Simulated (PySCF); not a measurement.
# Electron affinity of Ti by level of theory

Ti⁻ [Ar] 3d3 4s2 (4F) → Ti [Ar] 3d2 4s2 (3F), as a difference of total energies. Calculation: PySCF 2.14, in def2-QZVPPD (11s6p5d3f2g, 93 functions); the non-relativistic Hamiltonian (point nucleus). Correlated levels: valence: [Ar] frozen. The calculations carry no spin-orbit coupling.

```tsv
method	electron affinity (eV)
UHF	-1.021
MP2 (valence)	-0.568
SCS-MP2 (valence)	-0.980
CCSD (valence)	-0.353
CCSD(T) (valence)	-0.250
```

These non-relativistic numbers lack the scalar-relativistic shift.

The reference lies between the lowest fine-structure levels, while these numbers refer to the centres of the terms.

Errors of the correlated levels include the incompleteness of this basis and the frozen core.

A negative affinity means that the anion lies above the atom at that level of theory.

The coupled-cluster amplitudes are large for Ti⁻ (T1 above 0.03 or a double amplitude above 0.15), so a single reference is strained.

For comparison: 0.076 eV (measured; photodetachment measurements, as compiled on the Wikipedia data page of electron affinities).
